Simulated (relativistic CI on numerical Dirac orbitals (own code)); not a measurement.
**Crystal-field levels of Ru²⁺, 4d6**

Calculated by Dirac-Coulomb-Breit CI, KLI orbitals optimised for each configuration, QED by a radiative potential, valence Slater integrals scaled by 0.65, one configuration in a parametric crystal field (own radial code).

Field parameters in Wybourne normalisation: Oh B⁴₀ = 21Dq, B⁴₄ = √(5/14) B⁴₀. The field is a parameter set, without covalency.

S is read from ⟨S²⟩ = S(S + 1).

Site symmetry Oh; labels are those of the double group. Computed levels in cm⁻¹ above the lowest, in rising order:

```tsv
Δ (size of 10Dq)	Lowest	No. 2	No. 3	No. 4	No. 5	No. 6	No. 7	No. 8
4700	T2	317 E	416 T1	758 A1	1091 T1	1208 T2	5511 E	5512 T2
8500	T2	245 E	354 A1	368 T1	1001 T1	1058 T2	1905 A1	4576 E
12250	A1	4987 E	5172 T2	5220 T1	5623 T2	5661 A1	6050 T1	7004 E
16000	A1	9386 E	9508 T2	9927 T1	10492 A1	12335 T2	12367 T1	12736 E
19800	A1	13200 E	13298 T2	13845 T1	14409 A1	16747 T1	17215 E	17791 T2
23550	A1	16918 E	17009 T2	17588 T1	18123 A1	20598 T1	21072 E	21665 T2
27350	A1	20686 E	20773 T2	21361 T1	21870 A1	24448 T1	24925 E	25504 T2
31100	A1	24409 E	24492 T2	25082 T1	25570 A1	28229 T1	28709 E	29273 T2
34850	A1	28136 E	28217 T2	28804 T1	29276 A1	32000 T1	32483 E	33034 T2
38650	A1	31917 E	31995 T2	32578 T1	33038 A1	35816 T1	36301 E	36840 T2
42400	A1	35651 E	35727 T2	36306 T1	36755 A1	39576 T1	40065 E	40594 T2
```

Ground-state S against |10Dq| in cm⁻¹: 4700: 1.99, 8500: 1.98, 12250: 0.20, 16000: 0.09, 19800: 0.05, 23550: 0.03, 27350: 0.02, 31100: 0.02, 34850: 0.01, 38650: 0.01, 42400: 0.01.

The spin changes between |10Dq| = 8500 and 12250 cm⁻¹.
